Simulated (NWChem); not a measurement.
C₂H₅Al; SMILES [CH](=C)[AlH2]

```xyz
8

Al     0.0758     1.1821     0.0000
H      1.6524     1.4065     0.0000
H     -0.9281     2.4162     0.0000
C     -0.5598    -0.6569     0.0000
C      0.3130    -1.6798     0.0000
H     -1.6269    -0.9220     0.0000
H     -0.0012    -2.7322     0.0000
H      1.3988    -1.5161     0.0000
```
Atoms are numbered in this order, from 1.

All runs use the structure optimised with PBE0/def2-SVP.

Symmetry labels are those of Cs in the frame above (b1 and b2, or b-type labels, depend on it).

Question: List the 4 lowest vertical singlet excitations from CAM-B3LYP/def2-SVPD, TDA (NWChem).

Answer: 
```json
[
 {"state": "S1", "energy (eV)": "5.06", "oscillator strength": "0.001", "symmetry": "a\"", "leading excitation (squared amplitude)": "HOMO−1 → LUMO (0.97)"},
 {"state": "S2", "energy (eV)": "5.46", "oscillator strength": "0.000", "symmetry": "a\"", "leading excitation (squared amplitude)": "HOMO−2 → LUMO (0.97)"},
 {"state": "S3", "energy (eV)": "6.13", "oscillator strength": "0.213", "symmetry": "a'", "leading excitation (squared amplitude)": "HOMO → LUMO (0.95)"},
 {"state": "S4", "energy (eV)": "6.92", "oscillator strength": "0.011", "symmetry": "a\"", "leading excitation (squared amplitude)": "HOMO−1 → LUMO+2 (0.88)"}
]
```
